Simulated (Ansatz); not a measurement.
Two members of one family (Series Gevinyl3X), computed with Ansatz in the gas phase. The two geometries come from different levels. Binding counts from free atoms in the multiplicity of their measured ground term, without zero-point energy. A dash marks a value that wasn't run or was left out as unsound. The structures are stationary points that may keep the symmetry of their start. Remarks come from the PBE and PBE0 runs and from stability tests at other levels; not every state was tested. HOMO above LUMO (over both spins in singlets and doublets, within one spin in higher multiplets; at PBE or PBE0), or a gap under 0.15 eV within one spin, warns that the state may not be the lowest or that an electron is smeared out.

First: Ge(vinyl)3(nBu) (singlet, charge 0, PBE0-D4/def2-SVP geometry).

```xyz
29

Ge   -0.0193    0.9655   -0.2332
C     0.3856    1.9771   -1.8452
C    -0.2391    3.1122   -2.1729
H     1.1729    1.5998   -2.5118
H    -1.0329    3.5328   -1.5429
H     0.0069    3.6732   -3.0816
C    -1.7303    1.5634    0.4765
C    -1.8452    2.3636    1.5417
H    -2.6460    1.2330   -0.0321
H    -0.9638    2.7255    2.0846
H    -2.8185    2.6925    1.9226
C     1.3625    1.3203    1.0915
C     2.2366    2.3248    0.9848
H     1.4162    0.6710    1.9753
H     2.2236    3.0097    0.1274
H     3.0022    2.5150    1.7450
C    -0.1054   -0.9522   -0.6332
C    -0.3927   -1.8185    0.5905
C    -0.5591   -3.3076    0.2899
C     0.6871   -3.9814   -0.2641
H    -0.8886   -1.0957   -1.3984
H     0.8476   -1.2359   -1.1087
H     0.4173   -1.6920    1.3316
H    -1.3081   -1.4543    1.0898
H    -0.8679   -3.8210    1.2177
H    -1.3962   -3.4390   -0.4182
H     0.5265   -5.0587   -0.4161
H     0.9868   -3.5559   -1.2346
H     1.5414   -3.8670    0.4240
```

```tsv
level	HOMO (eV)	LUMO (eV)	gap (eV)	vertical IE (eV)	vertical triplet (eV)	binding per atom (eV)
PBE-D4/def2-SVP	-6.18	-1.00	5.18	8.44	4.38	4.33
PBE-D4/def2-TZVP	-6.26	-1.21	5.05	–	–	4.30
r2SCAN-D4/def2-TZVP	-6.47	-1.00	5.47	–	–	4.22
PBE0-D4/def2-SVP	-7.34	0.01	7.35	8.89	4.21	4.28
PBE0-D4/def2-TZVP	-7.38	-0.21	7.17	–	–	4.24
```

Second: Ge(vinyl)3(pyrrolidide) (singlet, charge 0, PBE-D4/def2-SVP geometry).

| atom | x (Å) | y (Å) | z (Å) |
| --- | --- | --- | --- |
| Ge1 | 0.218 | 0.512 | -0.829 |
| C2 | 1.630 | 1.863 | -0.813 |
| C3 | 1.669 | 2.849 | 0.102 |
| H4 | 2.399 | 1.828 | -1.607 |
| H5 | 0.907 | 2.916 | 0.898 |
| H6 | 2.451 | 3.630 | 0.094 |
| C7 | 0.982 | -1.246 | -1.239 |
| C8 | 2.298 | -1.521 | -1.128 |
| H9 | 0.290 | -2.068 | -1.500 |
| H10 | 3.036 | -0.741 | -0.866 |
| H11 | 2.704 | -2.534 | -1.293 |
| C12 | -1.211 | 0.939 | -2.088 |
| C13 | -1.449 | 0.236 | -3.212 |
| H14 | -1.831 | 1.827 | -1.868 |
| H15 | -0.850 | -0.652 | -3.485 |
| H16 | -2.248 | 0.516 | -3.921 |
| N17 | -0.550 | 0.585 | 0.878 |
| C18 | -1.861 | -0.031 | 1.090 |
| C19 | -1.580 | -1.468 | 1.606 |
| C20 | -0.171 | -1.366 | 2.255 |
| C21 | 0.258 | 0.106 | 2.004 |
| H22 | -2.477 | -0.004 | 0.168 |
| H23 | -2.414 | 0.546 | 1.872 |
| H24 | -1.571 | -2.182 | 0.756 |
| H25 | -2.357 | -1.817 | 2.315 |
| H26 | -0.183 | -1.610 | 3.335 |
| H27 | 0.540 | -2.061 | 1.766 |
| H28 | 0.029 | 0.726 | 2.906 |
| H29 | 1.343 | 0.221 | 1.804 |

Task: Estimate how these quantities change from the first to the second (second minus first).

Result: 
| level | Δ HOMO (eV) | Δ LUMO (eV) | Δ gap (eV) | Δ vertical IE (eV) | Δ vertical triplet (eV) | Δ binding per atom (eV) |
| --- | --- | --- | --- | --- | --- | --- |
| PBE-D4/def2-SVP | 1.51 | -0.52 | -2.03 | -0.97 | -0.54 | 0.08 |
| PBE-D4/def2-TZVP | 1.46 | -0.46 | -1.92 | – | – | 0.08 |
| r2SCAN-D4/def2-TZVP | 1.44 | -0.50 | -1.94 | – | – | 0.05 |
| PBE0-D4/def2-SVP | 1.36 | -0.58 | -1.95 | -1.28 | -0.21 | 0.07 |
| PBE0-D4/def2-TZVP | 1.32 | -0.50 | -1.82 | – | – | 0.06 |

Remarks: gap within one spin near zero at PBE or PBE0 (+1 doublet).
